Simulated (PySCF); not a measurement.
```xyz
4

F     -0.1114     1.4027    -0.0027
B     -0.0077     0.0966    -0.0002
Cl     1.5724    -0.6295     0.0005
Cl    -1.4534    -0.8698     0.0024
```

Charge 0, multiplicity 1.

Problem. Give the Mulliken and meta-Löwdin atomic charges from ωB97X-D3(BJ)/def2-TZVP // PBE0-D3(BJ)/def2-TZVP run with PySCF.

Solution. 
```csv
atom,Mulliken (e),meta-Löwdin (e)
F1,-0.19,-0.27
B2,0.38,0.38
Cl3,-0.10,-0.06
Cl4,-0.10,-0.06
```
